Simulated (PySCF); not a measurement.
2,3-dihydro-1,4-oxaselenine (C4H6OSe), SMILES C1[Se]CCOC=1.

Geometry optimised at B3LYP-D3(BJ)/def2-SVP. One conformer was computed; it need not be the lowest.

Method: M06-2X/def2-TZVP (PySCF).

```json
{
 "total_energy": "-2632.79245 hartree",
 "highest_occupied_level": "-6.80 eV",
 "lowest_empty_level": "0.85 eV",
 "orbital_gap": "7.65 eV",
 "dipole_moment": "1.07 D",
 "quadrupole, principal values (traceless, Buckingham form, about the centre of nuclear charge)": "-6.01, -4.20, 10.21 D·Å",
 "mean_static_polarisability": "72.9 bohr³ (10.81 Å³)",
 "polarisability_principal_values": "53.2, 78.9, 86.7 bohr³"
}
```
